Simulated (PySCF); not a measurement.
Input file for PySCF: R-HF/3-21G on BH2IO2 (SMILES OB(O)I), a point of a torsion scan.

```python
from pyscf import gto, scf, dft, mp
from pyscf.data.elements import chemcore

mol = gto.M(
    atom='''
    O     0.18973085    1.34486555   -0.05456518
    B     0.22154743    0.02237783    0.08407626
    O     1.36141323   -0.65616730    0.03704112
    I    -1.65551688   -1.05317803    0.24022983
    H     0.19198865    2.01578721    0.61586939
    H     1.37131405   -1.61292893    0.01199753
    ''',
    basis='3-21g',
    charge=0, spin=0, verbose=3, max_memory=1800)
mf = scf.RHF(mol)
mf.conv_tol = 1e-8
mf.max_cycle = 100
mf.kernel()
if not mf.converged:
    mf = mf.newton().run(mf.mo_coeff, mf.mo_occ)
```

**Question.** Give the final energy of this run.

**Answer.** -7062.0268 hartree.
